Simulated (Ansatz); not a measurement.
`[F][GeH2][CH2][GeH3]` and `B[CH2][GeH2][F]` differ in one atom or group.

Ansatz, PBE0-D4/def2-TZVP geometries, multiplicity 1. Each molecule was computed in one conformer, which needn't be the lowest.

Scalar relativity is left out up to krypton.

```tsv
property	`[F][GeH2][CH2][GeH3]`
HOMO energy (PBE/def2-TZVPP) / eV	-7.49
LUMO energy (PBE0/def2-TZVPP) / eV	-0.04
size of the dipole moment (PBE/def2-TZVPP) / D	1.91
HOMO–LUMO gap (B3LYP/def2-TZVPP) / eV	8.28
HOMO energy (B3LYP/def2-TZVPP) / eV	-8.59
LUMO energy (B3LYP/def2-TZVPP) / eV	-0.30
```

Question: Give the same properties after the change, and the shifts. (Estimate.)

Answer: Ansatz gave: 
```
                                      property  `B[CH2][GeH2][F]`  shift
             HOMO energy (PBE/def2-TZVPP) / eV              -7.80  -0.31
            LUMO energy (PBE0/def2-TZVPP) / eV              -1.78  -1.74
size of the dipole moment (PBE/def2-TZVPP) / D               1.03  -0.88
         HOMO–LUMO gap (B3LYP/def2-TZVPP) / eV               6.88  -1.40
           HOMO energy (B3LYP/def2-TZVPP) / eV              -8.89  -0.30
           LUMO energy (B3LYP/def2-TZVPP) / eV              -2.01  -1.71
```

With PBE0 the HOMO falls by 0.32 eV and the LUMO falls by 1.74 eV, so the gap narrows by about 1.42 eV. PBE moves the HOMO by -0.31 eV and ωB97M-V by -0.35 eV. Dipoles are sizes alone; their direction can turn.

B3LYP here is the variant with VWN-RPA as its local correlation; programs differ in this.
